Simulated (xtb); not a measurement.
xtb input for 5,5-difluorocyclopenta-1,3-diene (C5H4F2), SMILES FC1(F)C=CC=C1, GFN2-xTB. 

```
$ xtb mol.xyz --gfn 2 --ohess tight --chrg 0 --uhf 0 --json
$ cat mol.xyz
11

F     -1.96380000     0.07250000     1.03690000
C     -1.10300000    -0.18880000     0.03550000
F     -1.77380000    -0.73060000    -0.97870000
C     -0.35200000     1.01430000    -0.46860000
C      0.95110000     0.81800000    -0.30850000
C      1.22060000    -0.42250000     0.27770000
C      0.02980000    -1.06390000     0.47170000
H     -0.83270000     1.88660000    -0.89830000
H      1.71470000     1.56490000    -0.57080000
H      2.20880000    -0.84860000     0.52450000
H     -0.10000000    -2.07040000     0.89750000
```

Output:

```
[banner left out]
          |                Calculation Setup                |
           -------------------------------------------------



           -------------------------------------------------
          |                 G F N 2 - x T B                 |
           -------------------------------------------------

        Reference                      10.1021/acs.jctc.8b01176
      * Hamiltonian:
        H0-scaling (s, p, d)           1.850000    2.230000    2.230000
        zeta-weighting                 0.500000
      * Dispersion:
        s8                             2.700000
        a1                             0.520000
        a2                             5.000000
        s9                             5.000000
      * Repulsion:
        kExp                           1.500000    1.000000
        rExp                           1.000000
      * Coulomb:
        alpha                          2.000000
        third order                    shell-resolved
        anisotropic                    true
        a3                             3.000000
        a5                             4.000000
        cn-shift                       1.200000
        cn-exp                         4.000000
        max-rad                        5.000000


          ...................................................
          :                      SETUP                      :
          :.................................................:
          :  # basis functions                  32          :
          :  # atomic orbitals                  32          :
          :  # shells                           18          :
          :  # electrons                        38          :
          :  max. iterations                   250          :
          :  Hamiltonian                  GFN2-xTB          :
          :  restarted?                      false          :
          :  GBSA solvation                  false          :
[...]
        18        2.0000           -0.4537687             -12.3477
        19        2.0000           -0.4213267             -11.4649 (HOMO)
        20                         -0.2989400              -8.1346 (LUMO)
        21                         -0.1891847              -5.1480
        22                          0.0381851               1.0391
        23                          0.0647815               1.7628
        24                          0.0797488               2.1701
        25                          0.0894468               2.4340
        26                          0.0925504               2.5184
        27                          0.1546335               4.2078
        28                          0.2253912               6.1332
        29                          0.2661042               7.2411
        30                          0.3653401               9.9414
       ...                                ...                  ...
        32                          0.6817707              18.5519
      -------------------------------------------------------------
                  HL-Gap            0.1223867 Eh            3.3303 eV
             Fermi-level           -0.3601334 Eh           -9.7997 eV

     #   Z          covCN         q      C6AA      α(0)
     1   9 F        0.787    -0.224    11.484     4.003
     2   6 C        3.614     0.333    16.068     5.785
     3   9 F        0.787    -0.224    11.486     4.003
     4   6 C        2.966    -0.057    29.410     8.895
     5   6 C        2.992    -0.021    28.531     8.762
     6   6 C        2.992    -0.021    28.532     8.762
     7   6 C        2.966    -0.057    29.410     8.895
     8   1 H        0.926     0.073     2.055     2.242
     9   1 H        0.926     0.063     2.163     2.300
    10   1 H        0.926     0.063     2.163     2.300
    11   1 H        0.926     0.073     2.055     2.242

 Mol. C6AA /au·bohr⁶  :       1436.652171
 Mol. C8AA /au·bohr⁸  :      34086.843099
 Mol. α(0) /au        :         58.189891


Wiberg/Mayer (AO) data.
largest (>0.10) Wiberg bond orders for each atom

 ---------------------------------------------------------------------------
     #   Z sym  total        # sym  WBO       # sym  WBO       # sym  WBO
 ---------------------------------------------------------------------------
     1   9 F    1.049 --     2 C    0.932
     2   6 C    3.841 --     7 C    0.963     4 C    0.963     1 F    0.932
                             3 F    0.931
     3   9 F    1.049 --     2 C    0.931
     4   6 C    3.982 --     5 C    1.882     8 H    0.968     2 C    0.963
                             7 C    0.109
     5   6 C    3.986 --     4 C    1.882     6 C    1.076     9 H    0.969
     6   6 C    3.986 --     7 C    1.882     5 C    1.076    10 H    0.969
     7   6 C    3.982 --     6 C    1.882    11 H    0.968     2 C    0.963
                             4 C    0.109
     8   1 H    0.995 --     4 C    0.968
     9   1 H    0.996 --     5 C    0.969
    10   1 H    0.996 --     6 C    0.969
    11   1 H    0.995 --     7 C    0.968
 ---------------------------------------------------------------------------

Topologies differ in total number of bonds
Writing topology from bond orders to xtbtopo.mol

molecular dipole:
                 x           y           z       tot (Debye)
 q only:        1.197       0.220      -0.013
   full:        1.257       0.231      -0.013       3.249
molecular quadrupole (traceless):
                xx          xy          yy          xz          yz          zz
 q only:       -2.867      -1.248       3.594       0.478      -2.456      -0.727
  q+dip:       -1.796      -1.349       5.045       0.830      -4.625      -3.249
   full:       -3.003      -1.466       4.545       0.650      -3.435      -1.542

           -------------------------------------------------
          |                Geometry Summary                 |
           -------------------------------------------------

      molecular mass/u    :      102.0822488
   center of mass at/Å    :       -0.5753367      -0.1024928       0.0083587
  moments of inertia/u·Å² :        0.1045559E+03   0.2015858E+03   0.2172680E+03
rotational constants/cm⁻¹ :        0.1612309E+00   0.8362511E-01   0.7758911E-01

 * 8 selected distances

     #   Z          #   Z                                           value/Å
     1   9 F        2   6 C                                       1.3624743
     2   6 C        3   9 F                                       1.3630099 (max)
     4   6 C        5   6 C                                       1.3312126
     6   6 C        7   6 C                                       1.3311840
     4   6 C        8   1 H                                       1.0718467 (min)
     5   6 C        9   1 H                                       1.0743822
     6   6 C       10   1 H                                       1.0743834
     7   6 C       11   1 H                                       1.0718948

 * 3 distinct bonds (by element types)

   Z      Z             #   av. dist./Å        max./Å        min./Å
   1 H    6 C           4     1.0731268     1.0743834     1.0718467
   6 C    6 C           2     1.3311983     1.3312126     1.3311840
   6 C    9 F           2     1.3627421     1.3630099     1.3624743

           -------------------------------------------------
          |               Frequency Printout                |
           -------------------------------------------------
 projected vibrational frequencies (cm⁻¹)
eigval :       -0.00    -0.00    -0.00    -0.00     0.00     0.00
eigval :      131.66   240.44   397.03   440.73   515.72   541.29
eigval :      629.12   757.73   780.07   781.91   854.95   873.62
eigval :      886.83   996.26  1020.71  1060.28  1066.03  1127.62
eigval :     1189.48  1221.35  1298.22  1597.00  1658.81  3140.45
eigval :     3147.06  3174.84  3175.44
 reduced masses (amu)
   1: 13.22   2: 13.56   3: 13.39   4: 14.14   5: 16.00   6: 13.77   7: 13.69   8: 13.65
   9: 16.80  10: 12.69  11: 11.06  12:  9.65  13: 16.09  14: 11.01  15:  5.37  16:  3.88
  17: 10.33  18:  3.70  19:  4.27  20:  7.32  21: 12.90  22:  2.80  23:  3.79  24:  7.32
  25: 11.31  26:  6.14  27:  7.85  28: 11.58  29: 11.40  30:  1.82  31:  1.87  32:  1.94
  33:  1.95
 IR intensities (km·mol⁻¹)
   1:  0.09   2:  0.34   3:  0.11   4:  1.87   5:  0.50   6:  1.31   7:  0.41   8:  0.00
   9: 18.62  10: 14.06  11:  3.51  12:  0.00  13:  2.57  14:  0.00  15: 12.54  16:  0.02
  17:  4.49  18:  2.59  19:  0.00  20:  9.68  21:266.13  22:  4.75  23:  7.53  24: 15.12
  25: 83.84  26:  1.35  27: 34.91  28:  1.08  29:  0.28  30: 11.56  31: 12.44  32:  4.46
  33:  1.41
 Raman intensities (Ä⁴*amu⁻¹)
   1:  0.00   2:  0.00   3:  0.00   4:  0.00   5:  0.00   6:  0.00   7:  0.00   8:  0.00
   9:  0.00  10:  0.00  11:  0.00  12:  0.00  13:  0.00  14:  0.00  15:  0.00  16:  0.00
  17:  0.00  18:  0.00  19:  0.00  20:  0.00  21:  0.00  22:  0.00  23:  0.00  24:  0.00
  25:  0.00  26:  0.00  27:  0.00  28:  0.00  29:  0.00  30:  0.00  31:  0.00  32:  0.00
  33:  0.00
 output can be read by thermo (or use thermo option).
 writing <g98.out> molden fake output.
 recommended (thermochemical) frequency scaling factor: 1.0
           -------------------------------------------------
          |             Thermodynamic Functions             |
           -------------------------------------------------
Molecule has the following symmetry elements: (C2) 2*(sigma)
It seems to be the C2v point group
Note: The following floating-point exceptions are signalling: IEEE_UNDERFLOW_FLAG IEEE_DENORMAL
normal termination of xtb

c2v symmetry found (for desy threshold:  0.10E+00) used in thermo

          ...................................................
          :                      SETUP                      :
          :.................................................:
          :  # frequencies                          27      :
          :  # imaginary freq.                       0      :
          :  linear?                             false      :
          :  only rotor calc.                    false      :
          :  symmetry                              c2v      :
          :  rotational number                       2      :
          :  scaling factor                  1.0000000      :
          :  rotor cutoff                   50.0000000 cm⁻¹ :
          :  imag. cutoff                  -20.0000000 cm⁻¹ :
          :.................................................:

    mode    ω/cm⁻¹     T·S(HO)/kcal·mol⁻¹    T·S(FR)/kcal·mol⁻¹   T·S(vib)
   ------------------------------------------------------------------------
       1    131.66    -0.87107 ( 97.96%)    -0.76950 (  2.04%)    -0.86900
       2    240.44    -0.53655 ( 99.81%)    -0.59119 (  0.19%)    -0.53665
   ------------------------------------------------------------------------

   temp. (K)  partition function   enthalpy   heat capacity  entropy
                                   cal/mol     cal/K/mol   cal/K/mol   J/K/mol
 298.15  VIB   5.97                 1853.616     15.858      9.762
         ROT  0.817E+05              888.752      2.981     25.459
         INT  0.488E+06             2742.368     18.839     35.221
         TR   0.998E+27             1481.254      4.968     39.761
         TOT                        4223.6219    23.8073    74.9829   313.7283

       T/K    H(0)-H(T)+PV         H(T)/Eh          T*S/Eh         G(T)/Eh
   ------------------------------------------------------------------------
    298.15    0.673077E-02    0.812375E-01    0.356268E-01    0.456107E-01
   ------------------------------------------------------------------------

         :::::::::::::::::::::::::::::::::::::::::::::::::::::
         ::                  THERMODYNAMIC                  ::
         :::::::::::::::::::::::::::::::::::::::::::::::::::::
         :: total free energy         -22.109265745990 Eh   ::
         ::.................................................::
         :: total energy              -22.154876434496 Eh   ::
         :: zero point energy           0.074506701021 Eh   ::
         :: G(RRHO) w/o ZPVE           -0.028896012515 Eh   ::
         :: G(RRHO) contrib.            0.045610688506 Eh   ::
         :::::::::::::::::::::::::::::::::::::::::::::::::::::

optimized geometry written to: xtbopt.xyz


           -------------------------------------------------
          | TOTAL ENERGY              -22.154876434496 Eh   |
          | TOTAL ENTHALPY            -22.073638963569 Eh   |
          | TOTAL FREE ENERGY         -22.109265745990 Eh   |
          | GRADIENT NORM               0.000340555703 Eh/α |
          | HOMO-LUMO GAP               3.330311285703 eV   |
           -------------------------------------------------

------------------------------------------------------------------------
------------------------------------------------------------------------
 total:
 SCF:
 ANC optimizer:
 analytical hessian:
```

The calculation finished and met its thresholds.

Cost: about 0.3 core-seconds (a rough figure).
